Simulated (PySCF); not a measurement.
Si(F)2(Br)(Et), C₂H₅BrF₂Si, SMILES CC[Si](F)(F)Br at its PBE0/def2-SVP optimised geometry (Å):

```
11

C     -1.6601    -0.9628     1.6043
C     -0.1375    -0.9622     1.4878
Si     0.5186    -0.0857     0.0000
F      0.0667     1.4615     0.0000
F      2.1291    -0.0857     0.0000
Br    -0.1591    -0.9807    -1.8940
H     -2.1291    -1.4615     0.7424
H     -2.0608     0.0610     1.6537
H     -1.9863    -1.4919     2.5121
H      0.2609    -1.9909     1.4613
H      0.3297    -0.4769     2.3633
```

Calculation: PBE0/def2-TZVP in PySCF. Cells within 0.4 Å of a nucleus heavier than hydrogen are left out (blank, or x).

Map of the HOMO−1 amplitude (bohr^(-3/2)) on the plane z = 0.0 Å; orbital energy -9.01 eV, overall sign arbitrary:

```
|44444444444444444444444444444|
|44444444444444444444444444444|
|44444444444433333334444444444|
|44444444443333333333444444444|
|44444444433333333333344444444|
|44444443333333333333344444444|
|44444333344333333333334444444|
|44443333344443222333344444444|
|44433333344444101233344444444|
|44333333334457xx0233444444444|
|44333333334469xx2334444444444|
|43333333333457753334444444444|
|43333333333334444434565544444|
|43333333332222344333697544444|
|433333333221112xx221xx7544444|
|433333333221112xx320xx4444444|
|43333333322111345541003344444|
|43333333332222456543223344444|
|44334443333223456554333344444|
|44444444333334455554444444444|
|44444444333334455554444444444|
|44444444333344444444444444444|
|44444444333344444444444444444|
|44444444333444444444444444444|
|44444444444444444444444444444|
|44444444444444444444444444444|
|44444444444444444444444444444|
|44444444444444444444444444444|
|44444444444444444444444444444|
```
Scale: ten equal steps from -0.037 (start of '0') to 0.055 (end of '9'), in the order '0123456789'; x runs from -4.50 to 4.50, y from -4.50 (bottom) to 4.50 (top).
